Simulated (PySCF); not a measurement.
Several orderings of computed values.

Species are written as SMILES; each is one conformer at its optimised geometry, gas phase, non-relativistic unless stated; the electronic structure was computed with PySCF and density fitting.

Dipoles, sizes and rotational constants follow the conformer. The torsions of the flexible species, by atom-mapped SMILES:
- `[CH3:1][O:2][Si:3][Cl:4]`: C1–O2–Si3–Cl4 88°
- `[CH3:1][B:2]([OH:3])[Cl:4]`: H–O3–B2–C1 1°
- `[F:1][CH2:2][CH2:3][CH2:4][F:5]`: F1–C2–C3–C4 61°, C2–C3–C4–F5 62°

Problem. Rank by dipole moment, lowest first (PBE0-D3(BJ)/def2-SVP).
A. `CC(C)(F)F`
B. `CO[Si]Cl` [triplet]
C. `[CH3][AlH2-][NH3+]`
D. `CB(O)Cl`

Solution. B (1.96 D), A (2.21 D), D (2.97 D), C (5.50 D).

Problem. Give the two extremes of that set in atomic units.

Solution. `CO[Si]Cl` [triplet state]: 0.77 au; `[CH3][AlH2-][NH3+]`: 2.16 au.

Problem. Rank by smallest rotational constant, highest first (PBE0-D3(BJ)/def2-SVP).
A. `F[SiH2]F`
B. `CO[Si]Cl` [triplet]
C. `CB(O)Cl`
D. `FCCCF`
E. `CC(C)(F)F`
F. `[CH3][AlH2-][NH3+]`

Solution. A (6.125 GHz), E (4.843 GHz), F (4.229 GHz), C (3.043 GHz), D (2.806 GHz), B (1.998 GHz).

Problem. Give the two extremes of that set in cm⁻¹.

Solution. `CO[Si]Cl` [triplet state]: 0.0667 cm⁻¹; `F[SiH2]F`: 0.2043 cm⁻¹.
